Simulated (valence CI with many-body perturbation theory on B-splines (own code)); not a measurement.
## Mg VII: key properties

Level of theory: configuration interaction combined with many-body perturbation theory (CI+MBPT): four valence electrons over a frozen Dirac-Fock core [He], a basis of 11 s, 11 p, 9 d, 7 f, 5 g, 2 h, 1 i functions for each j, with the one-electron correlation potential Σ1 (screened to all orders), the two-electron term Σ2, the three-electron term Σ3, Breit, model QED; selected single and double excitations, second order for the rest, scaled by the run's own slope (own B-spline code, finite nucleus).

Against 44 measured levels this calculation errs by 138 cm⁻¹ on average and by 327 at most. These come from a selection out of NIST levels in Kelleher and Podobedova, J. Phys. Chem. Ref. Data 37, 267 (2008). Levels without a partner in it may be off by more. Among the levels kept, up to 260 cm⁻¹ of a level comes from second order outside the variational space, and about a tenth of that is noise between levels of different J, which matters for small intervals.

Rates and lifetimes use the calculated energies. Strong lines usually hold to 10 to 20 %, long lifetimes can be off by a factor of two.

Q: What is the ground level?

A: 2s2 2p2 3P_0, composition 98 % 2s2 2p2 3P.

Q: Where does the other parity begin?

A: At 2s 2p3 5S°_2, 117910 cm⁻¹.

Q: Among levels below 1300100 cm⁻¹, which E1 lines absorb most strongly from the ground level?

A: to 2s2 2p 3d 3D°_1 at 8.392 nm, f = 0.914; to 2s 2p2 3p 3D°_1 at 7.913 nm, f = 0.140; to 2s2 2p 3d 3P°_1 at 8.352 nm, f = 0.121.

Q: How is the term 3P of the ground level split?

A: J = 0 at 0, J = 1 at 1112, J = 2 at 2926 cm⁻¹.

Q: How well does LS coupling describe the low levels?

A: Among the lowest 20 levels the leading LS term, summed over configurations, holds 100 % on average. For single configurations the figures are 98 % in LS and 68 % in jj coupling. Terms hardly mix: every one of these levels is at least 95 % one term.

Q: What are the static dipole polarisabilities of the lowest levels?

A: 2s2 2p2 3P_0 0.242; 2s2 2p2 3P_1 0.243 (tensor 0.0076); 2s2 2p2 3P_2 0.243 (tensor -0.015); 2s2 2p2 1D_2 0.220 (tensor 0.047) bohr³, of which the core gives 0.000487.

Q: What is the ionisation energy?

A: 225.04 eV; NIST lists 225.02 ± 0.06 eV (semi-empirical).
